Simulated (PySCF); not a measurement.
# Rh⁺ (rhodium, charge +1): UHF calculation

Configuration: [Kr] 4d7 5s1, 5s spin antiparallel (an excited configuration). Calculation: PySCF 2.14, in def2-TZVPPD with the def2 core potential (28 electrons) (6s4p3d2f1g, 56 functions); a scalar-relativistic core potential.

| Item | Value |
| --- | --- |
| Total energy | -109.431339 hartree |
| One-electron energy | -186.9898 hartree |
| Hartree (Coulomb) energy | 87.9619 hartree |
| Exchange energy | -10.4035 hartree |
| ⟨S²⟩ | 3.0073 |
| ⟨L²⟩ | 12.055 |
| Sum of ⟨r⟩ | 21.88 bohr |
| Sum of ⟨r²⟩ | 38.56 bohr² |

```csv
shell,electrons,mean orbital energy (hartree),spread (hartree),"rms radius, mean of both spins (bohr)"
4s α,1,-4.30634,0,1.05
4s β,1,-4.10338,0,1.05
4p α,3,-2.93472,0,1.16
4p β,3,-2.67333,0,1.16
4d α,5,-0.90017,0.04438,1.58
4d β,2,-0.81122,0,1.58
5s β,1,-0.51577,0,3.27
```

Energies and moments cover only the electrons outside the core potential. With the s spin flipped the determinant is a mixture of two multiplicities, not a spectroscopic state.
